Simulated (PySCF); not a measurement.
CH₆AlNO₂, SMILES C[O][Al]([NH2])[OH]. Heavy atoms are numbered as in [Al:1]([OH:2])([O:4][CH3:5])[NH2:9]. Hydrogens are named by the atom that carries them.

The structure is a stationary point at PBE0-D3(BJ)/def2-SVP. The structure was generated by enumeration; whether it is a known compound was not checked. The values are those of a single conformer.

The numbers are results of M06-2X/def2-TZVP run with PySCF, not measurements.

Atomic charges (e), one atom of each kind:

```csv
atom,IAO,Mulliken
Al1,1.35,0.70
O2 (OH),-0.85,-0.59
H on O2,0.37,[?]
O4,-0.69,[?]
C5 (CH3),-0.16,[?]
H on C5,0.13,0.12
N9 (NH2),-0.92,-0.72
H on N9,0.27,[?]
```

Some entries are withheld; supply them. (Estimate from the structure and the level; the computed values follow.)


- H on O2, Mulliken: 0.32
- O4, Mulliken: -0.37
- C5 (CH3), Mulliken: -0.23
- H on N9, Mulliken: 0.25
